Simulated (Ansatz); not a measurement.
`C[SiH](F)C#N` + H₂O → `C[SiH](O)F` + `C#N` at 298.15 K and 1 bar (formal hydrolysis of the Si–C bond).

Gas-phase electronic energies from Ansatz, PBE0-D4/def2-TZVP geometries. CCSD(T)/CBS is the MP2 limit (def2-TZVPP, def2-QZVPP) plus CCSD(T) − MP2 in def2-TZVPP, frozen cores. This one scheme is used for every species. One conformer a species, not always the lowest.

```tsv
species	CCSD(T)/CBS energy (Eh)	H − E (kJ/mol)	S (J/(mol·K))
`C[SiH](F)C#N`	-522.15876	169.6	333.3
H₂O	-76.37941	66.4	188.7
`C[SiH](O)F`	-505.24344	182.7	314.7
`C#N`	-93.32098	52.4	201.2
```

H − E and S are ideal-gas, rigid-rotor, harmonic terms from PBE0-D4/def2-TZVP, for one conformer and one mirror image of each species. 1 Eh = 2625.50 kJ/mol, R = 8.31446 J/(mol·K).

Problem. By hand: ΔE, ΔH, ΔS and ΔG.

Solution. ΔE = (-505.24344) + (-93.32098) − (-522.15876) − (-76.37941) = -0.02625 Eh = -68.9 kJ/mol. Δ(H − E) = 182.7 + 52.4 − 169.6 − 66.4 = -0.9, so ΔH = -69.8 kJ/mol. ΔS = 314.7 + 201.2 − 333.3 − 188.7 = -6.1 J/(mol·K). ΔG = -69.8 − 298.15 × (-6.1)/1000 = -68.0 kJ/mol.

Problem. By hand: the equilibrium constant, and the temperature at which ΔG would vanish if ΔH and ΔS stayed fixed.

Solution. log₁₀ K = −ΔG/(RT ln 10) = 11.9. ΔG = 0 at ΔH/ΔS = 11443 K, far beyond where these terms or the molecules hold.

The number of gas molecules stays the same, so ΔS is small and ΔH decides. A doubt of 5 kJ/mol in ΔE shifts log₁₀ K by 0.9 here. Other conformers and mirror images would add mixing entropy, several J/(mol·K) or more a flexible species. These are equilibria of isolated gas molecules and say nothing of rates. Largest T1 diagnostic: 0.014 (customary marks: 0.02 for closed shells, 0.045 for open ones).
